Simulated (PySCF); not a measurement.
Telling isomers of C₁₀H₆O apart by NMR

PySCF 2.14.0 with density-fitted response routines calculation with shielding tensors at PBE0/pcSseg-1 (GIAO) and geometry: GFN2-xTB; rapidly exchanging positions averaged, no solvent, non-relativistic, single conformer.

Referencing at the same level of theory: TMS for $^{1}$H (σref 31.72) and $^{13}$C (σref 186.93). Where no couplings were computed, multiplicities follow the n + 1 count of equivalent neighbours, and m marks all less simple cases (inequivalent or close neighbours, rings, F or P nearby). Shifts are as computed. Against solution values, carbons near 30 ppm lie about +3 ppm off and those near 130 ppm about +5 ppm. Of 1211 compounds with measured shifts, 218 miss one by over three times the rms of a fit or turn the order of signals round; such compounds aren't used in these exercises.

(1) Tabulate the signals of `C#Cc1ccc2ccoc2c1`, `C#C/C=C\C#Cc1ccco1` and their relative energies.

(2) What is the quickest way to tell C#Cc1ccc2ccoc2c1 from C#C/C=C\C#Cc1ccco1?

Results:

(1) 
```json
{"SMILES": "C#Cc1ccc2ccoc2c1", "carbon types": "4×C 6×CH", "δC": "160.3, 152.3, 134.7, 134.1, 125.9, 122.4, 121.6, 113.5, 89.8, 86.5", "δH": "8.00 (s, 1H), 7.95 (m, 1H), 7.83 (m, 1H), 7.81 (m, 1H), 7.03 (m, 1H), 2.81 (s, 1H)", "E rel. (kcal/mol)": "0.0"}
{"SMILES": "C#C/C=C\\C#Cc1ccco1", "carbon types": "4×C 6×CH", "δC": "150.2, 143.0, 129.0, 127.8, 122.9, 118.9, 103.4, 101.4, 98.7, 86.3", "δH": "7.58 (m, 1H), 7.18 (m, 1H), 6.75 (m, 1H), 6.40 (d, 1H), 5.92 (m, 1H), 3.40 (d, 1H)", "E rel. (kcal/mol)": "62.9"}
```

Energies are electronic energies at PBE0/pcSseg-1 on these geometries, without zero-point or thermal terms, each for the one conformer computed, which needn't be the lowest.

(2) Both give the same number of carbon signals, with the same numbers of each carbon type, so the positions decide. The first has a substituted aromatic carbon (C) at 121.6 ppm, the second an alkyne carbon (C) at 103.4 ppm. Their most deshielded carbons lie at 160.3 and 150.2 ppm. In the proton spectra the most deshielded non-exchanging signals are 8.00 (s, 1H) and 7.58 (m, 1H).
